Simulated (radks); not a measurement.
Q: Br4+, configuration [Ar] 3d10 4s2 4p1. Method: scalar-relativistic Kohn-Sham, SOGGA, spin-unpolarised, spherical densities, point nucleus; computed with a radial shooting solver on a logarithmic mesh with Libxc functionals. Some entries of the table are withheld. Estimate them.

orbital,occ.,eigenvalue (hartree),<r> (bohr),<r^2> (bohr^2)
1s,2,-491.0934,0.04277,0.002463
2s,2,(1),0.1896,0.04240
2p,6,-58.15473,0.1655,0.03352
3s,2,-10.71569,0.5512,(2)
3p,6,(3),0.5633,0.3716
3d,10,-4.42558,0.5854,(4)
4s,2,-2.46999,1.505,(5)
4p,1,-1.91789,1.689,3.234

A: 
(1) 2s eigenvalue (hartree): -65.64564
(2) 3s <r^2> (bohr^2): 0.3495
(3) 3p eigenvalue (hartree): -8.34823
(4) 3d <r^2> (bohr^2): 0.4231
(5) 4s <r^2> (bohr^2): 2.555
